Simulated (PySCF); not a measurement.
**Ba: excitation energy**

Ba [Xe] 6s2 (1S) → Ba [Xe] 5d2 (3F), as a difference of total energies. Computed with PySCF 2.14 in def2-TZVPPD with the def2 core potential (46 electrons) (6s4p3d1f, 40 functions), with a scalar-relativistic core potential. Correlated levels: valence: 5s2 5p6 frozen; valence and next inner shell: nothing frozen outside the core potential. The calculations carry no spin-orbit coupling.

| method | excitation energy (eV) |
| --- | --- |
| UHF | 2.434 |
| LDA | 2.501 |
| PBE | 2.235 |
| PBE0 | 2.246 |
| r2SCAN | 1.951 |
| wB97X-V | 2.652 |
| wB97X | 3.095 |
| BP86 | 2.276 |
| MN15 | 3.291 |
| MP2 (valence) | 2.788 |
| SCS-MP2 (valence) | 2.897 |
| MP2 (valence and next inner shell) | 3.062 |
| SCS-MP2 (valence and next inner shell) | 3.100 |

Problem. How much does correlation contribute at MP2 (valence and next inner shell)?

Solution. 3.062 − (2.434) = 0.628 eV, measured against UHF.
